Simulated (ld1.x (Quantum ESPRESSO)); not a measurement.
# oxygen (O), ultrasoft: configuration errors across variants

```json
{"Element": "oxygen", "Generator": "ld1.x (Quantum ESPRESSO) 7.5", "Type": "ultrasoft", "Functional": "PBE", "Relativity": "scalar-relativistic", "Frozen core": "[He]", "Valence charge": "6", "Reference configuration": "2s1.5 2p4.5", "Partial waves": "2s (bound): rcut 0.70, rcutus 1.00 bohr; 2s channel at 1.15 Ry: rcut 0.70, rcutus 1.00 bohr; 2p (bound): rcut 1.15, rcutus 1.55 bohr; 2p channel at 4.65 Ry: rcut 1.15, rcutus 1.55 bohr; 3d channel at 0.2 Ry: rcut 1.05, rcutus 1.30 bohr", "Local potential": "all-electron potential smoothed inside 1.10 bohr (lloc = -1)", "Core correction": "a·sin(br)/r model core, default radius (core density twice the valence density)", "Augmentation charge": "PSQ, radius 0.75 bohr"}
```

All-electron excitation energies from the reference (eV): (1) 2s2 2p4 -7.470; (2) 2s2 2p3 8.960; (3) 2s2 2p2 42.547; (4) 2s2 2p3.5 -1.185; (5) 2s0 2p6 22.466; (6) 2s1 2p4 24.189; (7) 2s2 2p1 96.416.

The overlap operator is not positive definite (basis up to 400 Ry) in “local potential all-electron potential smoothed inside 0.58 bohr (lloc = -1)”, “local potential all-electron potential smoothed inside 0.76 bohr (lloc = -1)”. Such files are unfit for use, however small their errors in these radial tests.

Errors AE − PS in meV (a dash: test not solved or not reliable):

| change | (1) | (2) | (3) | (4) | (5) | (6) | (7) | bound ghosts |
| --- | --- | --- | --- | --- | --- | --- | --- | --- |
| base | +0.1 | 0.0 | -7.8 | -0.1 | +0.5 | +5.0 | -37 | none |
| local potential all-electron potential smoothed inside 0.58 bohr (lloc = -1) | +0.1 | -1.0 | -9.9 | -0.3 | +0.4 | +3.6 | -37 | not determined (overlap not positive) |
| local potential all-electron potential smoothed inside 0.76 bohr (lloc = -1) | +0.1 | -1.0 | -10 | -0.3 | +0.4 | +3.6 | -38 | not determined (overlap not positive) |
| local potential all-electron potential smoothed inside 0.90 bohr (lloc = -1) | +0.1 | -0.9 | -9.8 | -0.3 | +0.4 | +3.7 | -38 | none |
| local potential all-electron potential smoothed inside 1.02 bohr (lloc = -1) | +0.1 | -0.5 | -9.0 | -0.2 | +0.4 | +4.2 | -38 | none |
| local potential all-electron potential smoothed inside 1.24 bohr (lloc = -1) | 0.0 | -1.3 | -5.3 | -0.8 | +0.4 | +2.4 | -32 | none |
| local potential all-electron potential smoothed inside 1.52 bohr (lloc = -1) | 0.0 | -4.4 | -10 | -1.5 | +0.6 | -2.2 | -11 | none |
| local potential all-electron potential smoothed inside 1.66 bohr (lloc = -1) | 0.0 | -4.5 | -14 | -1.5 | +0.6 | -1.7 | -30 | none |
| local potential all-electron potential smoothed inside 1.78 bohr (lloc = -1) | 0.0 | -4.5 | -16 | -1.5 | +0.6 | -1.5 | -41 | none |

(1) Give the same row for: local potential all-electron potential smoothed inside 1.32 bohr (lloc = -1).

## Answers

(1) 0.0, -5.7, -13, -2.0, +0.3, -3.8, -34; bound ghosts: none.
